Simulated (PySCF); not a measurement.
SCF from a fresh guess for singlet Pd₃, at the PBE0 minimum. PySCF input:

```python
from pyscf import gto, scf, dft
mol = gto.M(atom='''
Pd     0.711060    -1.231590     0.000000
Pd    -1.422120     0.000000     0.000000
Pd     0.711060     1.231590     0.000000''',
    basis={'Pd': 'def2-TZVP'},
    ecp={'Pd': 'def2-TZVP'},
    charge=0, spin=0)
mf = dft.RKS(mol, xc='PBE0')
mf.grids.atom_grid = (50, 194)
aux = {'Pd': 'def2-universal-JKFIT'}
mf = mf.density_fit(auxbasis=aux)
mf.conv_tol = 1e-08
mf.diis_space = 10
mf.max_cycle = 60
mf.init_guess = 'huckel'
mf.verbose = 4
mf.kernel()
```

Excerpt of the output (cycles and frontier levels):

```
init E= -383.484432994409
  HOMO = -0.12707661780702  LUMO = -0.0965455707036944  gap/eV = 0.83079
cycle= 1 E= -383.419974891663  delta_E= 0.0645  |g|= 1.23  |ddm|= 3.24
  HOMO = -0.344363710463831  LUMO = -0.289718511228078  gap/eV = 1.48697
cycle= 2 E= -382.781330766402  delta_E= 0.639  |g|= 2.32  |ddm|= 3.29
  HOMO = -0.194049748538123  LUMO = -0.159094494105393  gap/eV = 0.95118
cycle= 3 E= -383.658592786452  delta_E= -0.877  |g|= 0.158  |ddm|= 2.35
  HOMO = -0.213201568635288  LUMO = -0.144674428026363  gap/eV = 1.86472
cycle= 4 E= -383.662222738292  delta_E= -0.00363  |g|= 0.0565  |ddm|= 0.194
  HOMO = -0.211605576436374  LUMO = -0.140163032348362  gap/eV = 1.94405
cycle= 5 E= -383.662606481014  delta_E= -0.000384  |g|= 0.0151  |ddm|= 0.0537
  HOMO = -0.212791002143814  LUMO = -0.141306522017376  gap/eV = 1.94519
cycle= 6 E= -383.662649091406  delta_E= -4.26e-05  |g|= 0.0026  |ddm|= 0.0201
  HOMO = -0.212786424713978  LUMO = -0.141254639881813  gap/eV = 1.94648
cycle= 7 E= -383.662645015702  delta_E= 4.08e-06  |g|= 0.00527  |ddm|= 0.00575
  HOMO = -0.212779629664433  LUMO = -0.141213903534304  gap/eV = 1.94740
cycle= 8 E= -383.662650736574  delta_E= -5.72e-06  |g|= 0.000156  |ddm|= 0.0041
  HOMO = -0.212777497810653  LUMO = -0.141207177366197  gap/eV = 1.94753
cycle= 9 E= -383.662650751487  delta_E= -1.49e-08  |g|= 2.69e-05  |ddm|= 0.000417
  HOMO = -0.212773064445696  LUMO = -0.141202004011902  gap/eV = 1.94755
cycle= 10 E= -383.662650752169  delta_E= -6.82e-10  |g|= 1.06e-05  |ddm|= 0.000107
  HOMO = -0.212775462146658  LUMO = -0.141205176843767  gap/eV = 1.94753
Extra cycle  E= -383.662650752108  delta_E= 6.12e-11  |g|= 2.28e-05  |ddm|= 3.57e-05
converged SCF energy = -383.662650752108
```

No lower solution of this spin was found by a stability analysis within the restricted form, which does not test spin polarisation.

At the minimum of this search the closed-shell solution is unstable towards spin polarisation, so a lower open-shell solution exists.

The search for the lowest solution, with the stability check, took 3.5 s on 4 threads of a shared Arm Neoverse V2 host, with 120 basis functions; the process peaked at 0.38 GiB. Launch command: `OMP_NUM_THREADS=4 python axn.py task.json out`.
